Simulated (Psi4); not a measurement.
Input file for Psi4: SAPT0/jun-cc-pV(D+d)Z on C2H9N (a complex).

```
memory 2025 MB

molecule dimer {
0 1
C    -0.00543151   -0.04465795   -0.38546212
H     0.10063666    0.34509718   -1.39671866
H    -0.25792949   -1.10336403   -0.43294956
H     0.93168140    0.08321853    0.15411926
H    -0.79695280    0.49801530    0.12965853
--
0 1
C    -0.16183850    0.74581251    3.36498978
N     0.07303548   -0.68857416    3.20940084
H     0.22557977    1.07124101    4.33177886
H    -1.23650981    0.93543199    3.36761168
H     0.28933845    1.37897300    2.58881868
H     1.06508181   -0.89276420    3.21696124
H    -0.28608244   -1.01388700    2.32028111
units angstrom
symmetry c1
no_reorient
no_com
}

set {
  basis jun-cc-pV(D+d)Z
  scf_type df
  freeze_core true
}

energy('sapt0')
```

The log:

```
[...]
==> Input File <==

--------------------------------------------------------------------------
memory 2025 MB

molecule dimer {
0 1
C    -0.00543151   -0.04465795   -0.38546212
H     0.10063666    0.34509718   -1.39671866
H    -0.25792949   -1.10336403   -0.43294956
H     0.93168140    0.08321853    0.15411926
H    -0.79695280    0.49801530    0.12965853
--
0 1
C    -0.16183850    0.74581251    3.36498978
N     0.07303548   -0.68857416    3.20940084
H     0.22557977    1.07124101    4.33177886
H    -1.23650981    0.93543199    3.36761168
H     0.28933845    1.37897300    2.58881868
H     1.06508181   -0.89276420    3.21696124
H    -0.28608244   -1.01388700    2.32028111
units angstrom
symmetry c1
no_reorient
no_com
}

set {
  basis jun-cc-pV(D+d)Z
  scf_type df
  freeze_core true
}

energy('sapt0')
--------------------------------------------------------------------------


   => Loading Basis Set <=

    Name: JUN-CC-PV(D+D)Z
    Role: ORBITAL
    Keyword: BASIS
    atoms 1, 6      entry C          line   188 file jun-cc-pv_dpd_z.gbs
    atoms 2-5, 8-12 entry H          line    60 file jun-cc-pv_dpd_z.gbs
    atoms 7         entry N          line   222 file jun-cc-pv_dpd_z.gbs

   => Loading Basis Set <=

    Name: JUN-CC-PV(D+D)Z
    Role: ORBITAL
    Keyword: BASIS
    atoms 1, 6      entry C          line   188 file jun-cc-pv_dpd_z.gbs
    atoms 2-5, 8-12 entry H          line    60 file jun-cc-pv_dpd_z.gbs
    atoms 7         entry N          line   222 file jun-cc-pv_dpd_z.gbs


  //>>>>>>>>>>>>>>>>>>>>>>>>>>>>>>>>>>>//
  //              Dimer HF             //
  //<<<<<<<<<<<<<<<<<<<<<<<<<<<<<<<<<<<//

   => Libint2 <=

    Primary   basis highest AM E, G, H:  7, 6, 3
    Auxiliary basis highest AM E, G, H:  7, 7, 4
    Onebody   basis highest AM E, G, H:  -, -, -
    Solid Harmonics ordering:            Gaussian


   => Loading Basis Set <=

    Name: JUN-CC-PV(D+D)Z
    Role: ORBITAL
    Keyword: BASIS
    atoms 1, 6      entry C          line   188 file jun-cc-pv_dpd_z.gbs
    atoms 2-5, 8-12 entry H          line    60 file jun-cc-pv_dpd_z.gbs
    atoms 7         entry N          line   222 file jun-cc-pv_dpd_z.gbs


         ---------------------------------------------------------
                                   SCF
               by Justin Turney, Rob Parrish, Andy Simmonett
                          and Daniel G. A. Smith
                              RHF Reference
                        1 Threads,   1931 MiB Core
         ---------------------------------------------------------

  ==> Geometry <==

    Molecular point group: c1
    Full point group: C1

    Geometry (in Angstrom), charge = 0, multiplicity = 1:

       Center              X                  Y                   Z               Mass
    ------------   -----------------  -----------------  -----------------  -----------------
         C           -0.005431510000    -0.044657950000    -0.385462120000    12.000000000000
         H            0.100636660000     0.345097180000    -1.396718660000     1.007825032230
         H           -0.257929490000    -1.103364030000    -0.432949560000     1.007825032230
         H            0.931681400000     0.083218530000     0.154119260000     1.007825032230
         H           -0.796952800000     0.498015300000     0.129658530000     1.007825032230
         C           -0.161838500000     0.745812510000     3.364989780000    12.000000000000
         N            0.073035480000    -0.688574160000     3.209400840000    14.003074004430
         H            0.225579770000     1.071241010000     4.331778860000     1.007825032230
         H           -1.236509810000     0.935431990000     3.367611680000     1.007825032230
         H            0.289338450000     1.378973000000     2.588818680000     1.007825032230
         H            1.065081810000    -0.892764200000     3.216961240000     1.007825032230
         H           -0.286082440000    -1.013887000000     2.320281110000     1.007825032230

  Running in c1 symmetry.

  Rotational constants: A =      0.66125  B =      0.04938  C =      0.04703 [cm^-1]
  Rotational constants: A =  19823.82049  B =   1480.44007  C =   1409.85721 [MHz]
  Nuclear repulsion =   80.993750777535666

  Charge       = 0
  Multiplicity = 1
  Electrons    = 28
  Nalpha       = 14
  Nbeta        = 14

  ==> Algorithm <==

  SCF Algorithm Type is DF.
  DIIS enabled.
  MOM disabled.
  Fractional occupation disabled.
  Guess Type is SAD.
  Energy threshold   = 1.00e-08
  Density threshold  = 1.00e-08
  Integral threshold = 1.00e-12

  ==> Primary Basis <==

  Basis Set: JUN-CC-PV(D+D)Z
    Blend: JUN-CC-PV(D+D)Z
    Number of shells: 51
    Number of basis functions: 99
    Number of Cartesian functions: 102
    Spherical Harmonics?: true
    Max angular momentum: 2

   => Loading Basis Set <=

    Name: (JUN-CC-PV(D+D)Z AUX)
    Role: JKFIT
    Keyword: DF_BASIS_SCF
    atoms 1, 6      entry C          line   146 file jun-cc-pvdz-jkfit.gbs
    atoms 2-5, 8-
[...]
496    89A      2.974982    90A      2.998485
      91A      3.013108    92A      3.016389    93A      3.218816
      94A      3.443161    95A      3.543739    96A      5.037219
      97A      5.041502    98A      5.050005    99A     18.427458

    Final Occupation by Irrep:
              A
    DOCC [     9 ]
    NA   [     9 ]
    NB   [     9 ]

  @DF-RHF Final Energy:   -95.22749156930873

   => Energetics <=

    Nuclear Repulsion Energy =             42.0230815459029330
    One-Electron Energy =                -211.3146830340783708
    Two-Electron Energy =                  74.0641099188667198
    Total Energy =                        -95.2274915693087252

Computation Completed


Properties will be evaluated at   0.000000,   0.000000,   0.000000 [a0]

Properties computed using the SCF density matrix


 Multipole Moments:

 ------------------------------------------------------------------------------------
     Multipole            Electronic (a.u.)      Nuclear  (a.u.)        Total (a.u.)
 ------------------------------------------------------------------------------------

 L = 1.  Multiply by 2.5417464519 to convert [e a0] to [Debye]
 Dipole X            :          1.0297571           -0.7603783            0.2693788
 Dipole Y            :         -1.8630989            2.1426674            0.2795684
 Dipole Z            :       -110.9580213          110.5134442           -0.4445771
 Magnitude           :                                                    0.5902307

 ------------------------------------------------------------------------------------

  Constructing Basis Sets for SAPT...

   => Loading Basis Set <=

    Name: (JUN-CC-PV(D+D)Z AUX)
    Role: RIFIT
    Keyword: DF_BASIS_SAPT
    atoms 1, 6      entry C          line   100 file jun-cc-pvdz-ri.gbs
    atoms 2-5, 8-12 entry H          line    30 file jun-cc-pvdz-ri.gbs
    atoms 7         entry N          line   144 file jun-cc-pvdz-ri.gbs

   => Loading Basis Set <=

    Name: (JUN-CC-PV(D+D)Z AUX)
    Role: JKFIT
    Keyword: DF_BASIS_ELST
    atoms 1, 6      entry C          line   146 file jun-cc-pvdz-jkfit.gbs
    atoms 2-5, 8-12 entry H          line    70 file jun-cc-pvdz-jkfit.gbs
    atoms 7         entry N          line   202 file jun-cc-pvdz-jkfit.gbs


  //>>>>>>>>>>>>>>>>>>>>>>>>>>>>>>>>>>>//
  //               SAPT0               //
  //<<<<<<<<<<<<<<<<<<<<<<<<<<<<<<<<<<<//



        SAPT0
    Ed Hohenstein
     6 June 2009

      Orbital Information
  --------------------------
    NSO        =        99
    NMO        =        99
    NRI        =       321
    NRI (Elst) =       444
    NOCC A     =         5
    NOCC B     =         9
    FOCC A     =         1
    FOCC B     =         2
    NVIR A     =        94
    NVIR B     =        90

    Elst10,r            =    -0.000776329780 [Eh]
    Exch10              =     0.002085664563 [Eh]
    Exch10 (S^2)        =     0.002082996419 [Eh]

    Maxiter = 50
    CPHF R converge = 1.000000E-08

    Iter     Energy [mEh]          dE [mEh]         Residual      Time [s]
       1      -0.17309171       0.173091714     1.725042e-03             0
       2      -0.20837542       0.035283704     2.654450e-04             0
       3      -0.20860314       0.000227722     5.135289e-05             0
       4      -0.20830716      -0.000295979     1.084655e-05             0
       5      -0.20831200       0.000004843     2.771264e-06             0
       6      -0.20832612       0.000014119     3.588922e-07             0
       7      -0.20832476      -0.000001360     4.855732e-08             0
       8      -0.20832487       0.000000111     6.654015e-09             0

    CHF Iterations converged

    Maxiter = 50
    CPHF R converge = 1.000000E-08

    Iter     Energy [mEh]          dE [mEh]         Residual      Time [s]
       1      -0.12985871       0.129858707     1.382183e-03             0
       2      -0.15696737       0.027108668     2.833553e-04             0
       3      -0.15712037       0.000152990     1.179557e-04             0
       4      -0.15656883      -0.000551534     3.115540e-05             0
       5      -0.15664684       0.000078008     9.009273e-06             0
       6      -0.15666179       0.000014947     2.213440e-06             0
       7      -0.15665844      -0.000003340     5.434230e-07             0
       8      -0.15665762      -0.000000825     1.114386e-07             0
       9      -0.15665788       0.000000255     2.187687e-08             0
      10      -0.15665784      -0.000000034     4.552554e-09             0

    CHF Iterations converged

    Ind20,r (A<-B)      =    -0.000208324873 [Eh]
    Ind20,r (B<-A)      =    -0.000156657842 [Eh]
    Ind20,r             =    -0.000364982715 [Eh]
    Exch-Ind20,r (A<-B) =     0.000155003277 [Eh]
    Exch-Ind20,r (B<-A) =     0.000150641044 [Eh]
    Exch-Ind20,r        =     0.000305644321 [Eh]
    Disp20              =    -0.001797653841 [Eh]
    Disp20 (SS)         =    -0.000898826921 [Eh]
    Disp20 (OS)         =    -0.000898826921 [Eh]
    Exch-Disp20         =     0.000151566838 [Eh]
    Exch-Disp20 (SS)    =     0.000085185198 [Eh]
    Exch-Disp20 (OS)    =     0.000066381639 [Eh]

    SAPT Results
  --------------------------------------------------------------------------------------------------------
    Electrostatics                 -0.77632978 [mEh]      -0.48715429 [kcal/mol]      -2.03825356 [kJ/mol]
      Elst10,r                     -0.77632978 [mEh]      -0.48715429 [kcal/mol]      -2.03825356 [kJ/mol]

    Exchange                        2.08566456 [mEh]       1.30877427 [kcal/mol]       5.47591156 [kJ/mol]
      Exch10                        2.08566456 [mEh]       1.30877427 [kcal/mol]       5.47591156 [kJ/mol]
      Exch10(S^2)                   2.08299642 [mEh]       1.30709999 [kcal/mol]       5.46890634 [kJ/mol]

    Induction                      -0.17616739 [mEh]      -0.11054671 [kcal/mol]      -0.46252742 [kJ/mol]
      Ind20,r                      -0.36498271 [mEh]      -0.22903011 [kcal/mol]      -0.95826199 [kJ/mol]
      Exch-Ind20,r                  0.30564432 [mEh]       0.19179471 [kcal/mol]       0.80246905 [kJ/mol]
      delta HF,r (2)               -0.11682900 [mEh]      -0.07331130 [kcal/mol]      -0.30673449 [kJ/mol]

    Dispersion                     -1.64608700 [mEh]      -1.03293519 [kcal/mol]      -4.32180083 [kJ/mol]
      Disp20                       -1.79765384 [mEh]      -1.12804482 [kcal/mol]      -4.71973951 [kJ/mol]
      Exch-Disp20                   0.15156684 [mEh]       0.09510963 [kcal/mol]       0.39793868 [kJ/mol]
      Disp20 (SS)                  -0.89882692 [mEh]      -0.56402241 [kcal/mol]      -2.35986975 [kJ/mol]
      Disp20 (OS)                  -0.89882692 [mEh]      -0.56402241 [kcal/mol]      -2.35986975 [kJ/mol]
      Exch-Disp20 (SS)              0.08518520 [mEh]       0.05345452 [kcal/mol]       0.22365371 [kJ/mol]
      Exch-Disp20 (OS)              0.06638164 [mEh]       0.04165511 [kcal/mol]       0.17428497 [kJ/mol]

  Total HF                          1.13316739 [mEh]       0.71107327 [kcal/mol]       2.97513058 [kJ/mol]
  Total SAPT0                      -0.51291961 [mEh]      -0.32186192 [kcal/mol]      -1.34667025 [kJ/mol]

  Special recipe for scaled SAPT0 (see Manual):
    Electrostatics sSAPT0          -0.77632978 [mEh]      -0.48715429 [kcal/mol]      -2.03825356 [kJ/mol]
    Exchange sSAPT0                 2.08566456 [mEh]       1.30877427 [kcal/mol]       5.47591156 [kJ/mol]
    Induction sSAPT0               -0.17499137 [mEh]      -0.10980874 [kcal/mol]      -0.45943978 [kJ/mol]
    Dispersion sSAPT0              -1.64550382 [mEh]      -1.03256924 [kcal/mol]      -4.32026969 [kJ/mol]
  Total sSAPT0                     -0.51116041 [mEh]      -0.32075800 [kcal/mol]      -1.34205148 [kJ/mol]
  --------------------------------------------------------------------------------------------------------



*** Psi4 exiting successfully. Buy a developer a beer!
```

The run finished.

Cost: about 10 core-seconds (a rough figure).
